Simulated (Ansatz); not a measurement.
`C=C[Si](N)(O)O` + H–F → `C=C[Si](N)(O)F` + H₂O  (ligand exchange at the Si–O bond)

Computed with Ansatz on PBE0-D4/def2-TZVP structures; ΔE is electronic, products minus reactants. CCSD(T)/CBS is the MP2 limit (def2-TZVPP, def2-QZVPP) plus CCSD(T) − MP2 in def2-TZVPP, frozen cores. This one scheme is used for every species. Functionals use def2-TZVPP. One conformer a species, not always the lowest.

| species | r2SCAN energy (Eh) |
| --- | --- |
| `C=C[Si](N)(O)O` | -575.20560 |
| H–F | -100.44665 |
| `C=C[Si](N)(O)F` | -599.24811 |
| H₂O | -76.42320 |

**Question.** Work out ΔE.

**Answer.** ΔE = (-599.24811) + (-76.42320) − (-575.20560) − (-100.44665) = -0.01906 Eh = -50.0 kJ/mol. CCSD(T)/CBS gives -47.0 kJ/mol.

Largest T1 diagnostic among the species: 0.011.

In def2-TZVPP, CCSD(T) changes the Hartree–Fock value by +9.1 kJ/mol (the triples alone add +1.4 kJ/mol) and MP2 by +11.1 kJ/mol. The D4 term adds +3.5 kJ/mol with B3LYP and +1.9 kJ/mol with PBE0; it sums over pairs of atoms, weighted by their polarisabilities, and B3LYP, whose exchange is more repulsive, gets the larger term.

B3LYP here is the variant with VWN-RPA as its local correlation; programs differ in this.
